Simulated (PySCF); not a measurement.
Isomers of C3H8N2SSi, mass 132.018 u with the commonest isotopes. Theory: wB97X-D/def2-SVPD in PySCF (dipole) on a GFN2-xTB geometry, gas phase. One conformer each, none proved a minimum here; rigid rotors.

**Question.** Order these by radius of gyration √(Σ m r²/M), largest first.
A. `[CH3:1][S:2][CH2:3][Si@H:4]([NH2:5])[C:6]#[N:7]` with C1–S2–C3–Si4 -178°, S2–C3–Si4–N5 -64°, C3–Si4–N5–H 45° and -173°
B. `[NH2:1][SiH:2]([NH2:3])[C:4]#[C:5][CH2:6][SH:7]` with H–N1–Si2–N3 -48° and 177°, N1–Si2–N3–H 180° and -44°, C5–C6–S7–H 54°
C. `[CH3:1][NH:2][Si@H:3]([C:4]#[N:5])[S:6][CH3:7]` with C1–N2–Si3–C4 -56°, N2–Si3–S6–C7 67°
D. `[CH:1]#[C:2][CH2:3][S:4][SiH:5]([NH2:6])[NH2:7]` with C2–C3–S4–Si5 -72°, C3–S4–Si5–N6 161°, S4–Si5–N6–H 166° and 24°, S4–Si5–N7–H 36° and -179°

**Answer.** B (2.679 Å), A (2.342 Å), D (2.094 Å), C (2.051 Å).

**Question.** Order these by rotational constant B, largest first.
A. `[CH:1]#[C:2][CH2:3][S:4][SiH:5]([NH2:6])[NH2:7]` with C2–C3–S4–Si5 -72°, C3–S4–Si5–N6 161°, S4–Si5–N6–H 166° and 24°, S4–Si5–N7–H 36° and -179°
B. `[NH2:1][SiH:2]([NH2:3])[C:4]#[C:5][CH2:6][SH:7]` with H–N1–Si2–N3 -48° and 177°, N1–Si2–N3–H 180° and -44°, C5–C6–S7–H 54°
C. `[CH3:1][NH:2][Si@H:3]([C:4]#[N:5])[S:6][CH3:7]` with C1–N2–Si3–C4 -56°, N2–Si3–S6–C7 67°
D. `[CH3:1][S:2][CH2:3][Si@H:4]([NH2:5])[C:6]#[N:7]` with C1–S2–C3–Si4 -178°, S2–C3–Si4–N5 -64°, C3–Si4–N5–H 45° and -173°

**Answer.** C (1346 MHz), A (1053 MHz), D (823.1 MHz), B (586.2 MHz).

**Question.** Order these by dipole moment, smallest first.
A. `[CH:1]#[C:2][CH2:3][S:4][SiH:5]([NH2:6])[NH2:7]` with C2–C3–S4–Si5 -72°, C3–S4–Si5–N6 161°, S4–Si5–N6–H 166° and 24°, S4–Si5–N7–H 36° and -179°
B. `[NH2:1][SiH:2]([NH2:3])[C:4]#[C:5][CH2:6][SH:7]` with H–N1–Si2–N3 -48° and 177°, N1–Si2–N3–H 180° and -44°, C5–C6–S7–H 54°
C. `[CH3:1][S:2][CH2:3][Si@H:4]([NH2:5])[C:6]#[N:7]` with C1–S2–C3–Si4 -178°, S2–C3–Si4–N5 -64°, C3–Si4–N5–H 45° and -173°

**Answer.** B (1.45 D), A (2.35 D), C (3.75 D).

```json
{"SMILES": "N[SiH](N)C#CCS", "point group": "C1", "Ia (u·Å²)": "108.89", "Ib (u·Å²)": "862.16", "Ic (u·Å²)": "923.59", "κ": "-0.98", "μa (D)": "0.83", "μb (D)": "0.33", "μc (D)": "1.14"}
{"SMILES": "CSC[Si@H](N)C#N", "point group": "C1", "Ia (u·Å²)": "131.73", "Ib (u·Å²)": "614.02", "Ic (u·Å²)": "702.48", "κ": "-0.93", "μa (D)": "3.52", "μb (D)": "1.30", "μc (D)": "0.10"}
{"SMILES": "C#CCS[SiH](N)N", "point group": "C1", "Ia (u·Å²)": "183.37", "Ib (u·Å²)": "480.17", "Ic (u·Å²)": "493.70", "κ": "-0.97", "μa (D)": "1.12", "μb (D)": "0.22", "μc (D)": "2.06"}
{"SMILES": "N#CCSC[SiH2]N", "point group": "C1", "Ia (u·Å²)": "120.44", "Ib (u·Å²)": "609.44", "Ic (u·Å²)": "691.45", "κ": "-0.94", "μa (D)": "2.30", "μb (D)": "2.72", "μc (D)": "1.21"}
{"SMILES": "CN[Si@H](C#N)SC", "point group": "C1", "Ia (u·Å²)": "241.07", "Ib (u·Å²)": "375.60", "Ic (u·Å²)": "494.30", "κ": "-0.40", "μa (D)": "0.47", "μb (D)": "3.63", "μc (D)": "0.69"}
```
